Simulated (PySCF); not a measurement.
Run record: excited-state job, `Fc1c[se]c2ccsc12`.

Method: TDDFT wB97X-D/def2-SVPD, vertical, gas phase, core orbitals frozen in the response (PySCF 2.14.0, density-fitted response routines). Geometry: GFN2-xTB. A driver script takes a list of jobs; this job's settings line and coordinates (Å) are shown.

Input:
```
{"job": {"kind": "uv", "xc": "wB97X-D", "basis": "def2-SVPD", "nstates": 8, "ntriplets": 3}, "charge": 0, "multiplicity": 1}
F      2.232583     1.053433     1.595279
C      1.608643     0.426901     0.586774
C      2.279760    -0.149724    -0.442686
Se     1.136986    -0.939191    -1.683645
C     -0.269977    -0.365815    -0.598812
C     -1.677999    -0.459001    -0.639688
C     -2.242070     0.148926     0.434241
S     -1.096818     0.849469     1.522896
C      0.200062     0.317440     0.517005
H      3.346731    -0.169376    -0.562890
H     -2.231470    -0.948508    -1.420496
H     -3.285234     0.234762     0.665995
```

**Question.** What does the run print?

**Answer.** 
```
coarse grid: 57448 points
cycle   1  E = -3129.2456540883  dE =  1.312e+00  |g| = 4.924e-01  |ddm| = 7.456e+00
cycle   2  E = -3129.2598021935  dE = -1.415e-02  |g| = 4.982e-01  |ddm| = 1.564e+00
cycle   3  E = -3129.3003014512  dE = -4.050e-02  |g| = 7.316e-02  |ddm| = 7.620e-01
cycle   4  E = -3129.3013580937  dE = -1.057e-03  |g| = 2.969e-02  |ddm| = 1.973e-01
cycle   5  E = -3129.3015431116  dE = -1.850e-04  |g| = 9.859e-03  |ddm| = 1.037e-01
cycle   6  E = -3129.3015698814  dE = -2.677e-05  |g| = 2.635e-03  |ddm| = 2.668e-02
cycle   7  E = -3129.3015719777  dE = -2.096e-06  |g| = 7.796e-04  |ddm| = 9.265e-03
final grid: 119792 points
cycle   8  E = -3129.3010601681  dE = -1.710e-06  |g| = 8.970e-04  |ddm| = 2.531e-02
cycle   9  E = -3129.3010601590  dE =  9.178e-09  |g| = 9.904e-04  |ddm| = 4.969e-03
cycle  10  E = -3129.3010603990  dE = -2.401e-07  |g| = 1.356e-04  |ddm| = 2.328e-03
cycle  11  E = -3129.3010604057  dE = -6.667e-09  |g| = 6.483e-05  |ddm| = 5.894e-04
cycle  12  E = -3129.3010604075  dE = -1.759e-09  |g| = 1.507e-05  |ddm| = 2.162e-04
cycle  13  E = -3129.3010604077  dE = -2.115e-10  |g| = 6.876e-06  |ddm| = 8.890e-05
converged SCF energy = -3129.3010604077

Static polarisability (au): isotropic 109.583, principal 67.008 114.397 147.343

Singlet excitations
state   eV       nm        f      main configurations
  1   4.7515    260.9   0.26087   H->L 0.95
  2   4.8430    256.0   0.00009   H->L+1 0.76
  3   5.1049    242.9   0.10252   H-1->L 0.94
  4   5.4296    228.3   0.00038   H-1->L+1 0.79, H->L+1 0.09
  5   5.8338    212.5   0.00246   H->L+2 0.65, H->L+9 0.10
  6   6.1417    201.9   0.00005   H-1->L+2 0.38, H->L+4 0.12, H->L+3 0.12
  7   6.1757    200.8   0.00020   H-2->L 0.70, H-1->L+5 0.24
  8   6.2789    197.5   0.00037   H->L+4 0.42, H-1->L+2 0.21, H->L+3 0.11

Triplet excitations (Tamm-Dancoff, eV): 3.2532 3.9110 4.5429
```

The SCF starts on a coarse grid where the log names one; the energy can jump when the final grid takes over, and dE then counts from the start density on the new grid. H and L stand for HOMO and LUMO; the number after each pair is its weight.

**Question.** Give S1 in cm⁻¹ and kJ/mol.

**Answer.** 4.7515 eV × 8065.54 = 38323 cm⁻¹; × 96.485 = 458.4 kJ/mol.

Main results: HOMO -8.13 eV, LUMO 0.41 eV; lowest singlet 4.75 eV; lowest triplet 3.25 eV (Tamm–Dancoff); mean polarisability 109.6 au.

 Relativistic effects, spin–orbit coupling among them, are left out although an element past zinc is present.

**Question.** Estimate the wall time. Hardware: one thread, Arm Neoverse N1 (shared host).

**Answer.** About 1.7 min.
Labels such as C1 count atoms from 1, the log's own numbers from 0.

The pairwise dispersion term of wB97X-D wasn't added to the energies; at a given geometry it leaves orbitals and properties as they are.
